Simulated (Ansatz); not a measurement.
A made-up structure of SnHClF (charge +1), singlet:

```xyz
4
angstrom
F 1.2068 -1.5884 0.6855
Sn 0.0428 0.1304 -0.0866
Cl -1.7477 -0.0175 0.3845
H 0.4981 1.4755 -0.9834
```

It is relaxed with PBE-D4/def2-SVP and then PBE0-D4/def2-TZVP (Ansatz 0.2.0). Atoms count as bonded within 1.22 times the sum of their covalent radii (H–H: 0.88 Å). The end point is not checked to be a true minimum.

Task: Does its bonding change? (A judgement: the text doesn't fix the answer.)

Result: By the calculation: No: no bond forms or breaks.

Where it ends: The first stage lowers the energy by 3.87 eV in 5 steps. It ends as SnHClF ([F][SnH][Cl]), total charge +1:
F1  (1.136, -1.281, 0.518)
Sn2  (0.073, 0.117, -0.085)
Cl3  (-2.033, -0.169, 0.536)
H4  (0.824, 1.333, -0.968)
(Å)

Labels in which every atom is bracketed show which atoms are joined, not bond orders.

For scale, one of the runs: PBE0-D4/def2-TZVP relaxation, 124 basis functions, launched by `ansatz run in.yaml --threads 2 --pin off --events-out ev --progress --plain --max-ram 4352MiB`. Hardware: 2 CPU threads of an AMD EPYC 7R43, shared host. Wall time about 11 s.
